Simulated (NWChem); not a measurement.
Species: C3H3N2, doublet; SMILES n1cc[c][nH]1

Program: NWChem. Spin-unrestricted. In the optimisation the excess spin sits in a' (Cs, its own frame). Geometry: optimised at PBE-D3(BJ)/def2-SVP, spin-unrestricted. No stability test was run on the SCF state. Level B3LYP/def2-SVP: energy and gradient; each run changes one setting, and changes count from the defaults (medium grid, exact Coulomb integrals, symmetry on).

```csv
setting,size of the energy change (μHa),largest change of a gradient component (μHa/bohr),"time, defaults = 1 (rough)"
defaults,< 10,< 30,about 1
coarse grid,20,200,about 1
tight SCF thresholds and tolerances,< 10,< 30,about 1
extra-fine grid,< 10,< 30,3
```
